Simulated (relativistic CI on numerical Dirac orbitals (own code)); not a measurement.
## Eu4+ (4f5) in a crystal field

Calculated by Dirac-Coulomb-Breit CI, orbitals from a KLI potential per configuration, model QED, valence Slater integrals scaled by 0.85, one configuration in a parametric crystal field (own radial code).

Field parameters in Wybourne normalisation; cubic f-shell fields have B⁴₄ = √(5/14) B⁴₀ and B⁶₄ = −√(7/2) B⁶₀. The field is a parameter set, without covalency.

S and J are read from ⟨S²⟩ = S(S + 1) and ⟨J²⟩ = J(J + 1) of each level; they are not fictitious spins.

Oh, B40 = 860, B60 = 620 cm⁻¹, the lowest 10 levels:

```json
{"E (cm⁻¹)": "0.0", "Degeneracy": "2", "Irrep": "Γ7", "S": "2.46", "J": "2.51"}
{"E (cm⁻¹)": "69.2", "Degeneracy": "4", "Irrep": "Γ8", "S": "2.46", "J": "2.53"}
{"E (cm⁻¹)": "1198", "Degeneracy": "2", "Irrep": "Γ6", "S": "2.47", "J": "3.50"}
{"E (cm⁻¹)": "1298", "Degeneracy": "2", "Irrep": "Γ7", "S": "2.47", "J": "3.51"}
{"E (cm⁻¹)": "1474", "Degeneracy": "4", "Irrep": "Γ8", "S": "2.47", "J": "3.51"}
{"E (cm⁻¹)": "2693", "Degeneracy": "2", "Irrep": "Γ6", "S": "2.48", "J": "4.50"}
{"E (cm⁻¹)": "2837", "Degeneracy": "4", "Irrep": "Γ8", "S": "2.48", "J": "4.50"}
{"E (cm⁻¹)": "2958", "Degeneracy": "4", "Irrep": "Γ8", "S": "2.48", "J": "4.50"}
{"E (cm⁻¹)": "4364", "Degeneracy": "4", "Irrep": "Γ8", "S": "2.48", "J": "5.49"}
{"E (cm⁻¹)": "4462", "Degeneracy": "2", "Irrep": "Γ6", "S": "2.48", "J": "5.49"}
```

Principal g values of the ground doublet: 0.52, 0.52, 0.52.

Oh, B40 = 1490, B60 = 170 cm⁻¹, the lowest 10 levels:

```csv
E (cm⁻¹),Degeneracy,Irrep,S,J
0.0,2,Γ7,2.46,2.51
142,4,Γ8,2.46,2.52
1324,2,Γ6,2.47,3.51
1438,4,Γ8,2.47,3.50
1448,2,Γ7,2.47,3.50
2820,2,Γ6,2.48,4.50
2902,4,Γ8,2.48,4.51
2950,4,Γ8,2.48,4.50
4494,4,Γ8,2.48,5.49
4530,2,Γ7,2.48,5.51
```

Principal g values of the ground doublet: 0.16, 0.16, 0.16.

The next free-ion level lies 1300 cm⁻¹ above the lowest; the field splits the ground level into components whose J stays near 5/2 as long as their spread is small against that gap.

Levels of this model without a field, named by their leading LS term: ⁶H°5/2 0, ⁶H°7/2 1300, ⁶H°9/2 2794, ⁶H°11/2 4411, ⁶H°13/2 6097, ⁶F°1/2 7774, ⁶H°15/2 7807, ⁶F°3/2 8032 cm⁻¹.
